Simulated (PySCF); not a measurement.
All values below come from PySCF 2.14.0 with TPSSh-D3(BJ)/def2-TZVP // r2SCAN-D4/def2-SVP. Gas-phase values, no solvent. 

Reference species: [Hf(F)4] (neutral, multiplicity 1).

```yaml
charge on the central atom (Mulliken): 1.69 e
coordination_number: 4
HOMO: -11.02 eV
```

Changed species: [Hf(Cl)3(F)] (1 of 4 Cl replaced by F; the reference has 4 of 4 Cl replaced by F).

Question: Give the shifts of the charge on the central atom (Mulliken), coordination number and HOMO.

Answer: the charge on the central atom (Mulliken) decreases by 0.31 e, to 1.38 e; the coordination number is nearly the same; the HOMO increases by 2.04 eV, to -8.98 eV.
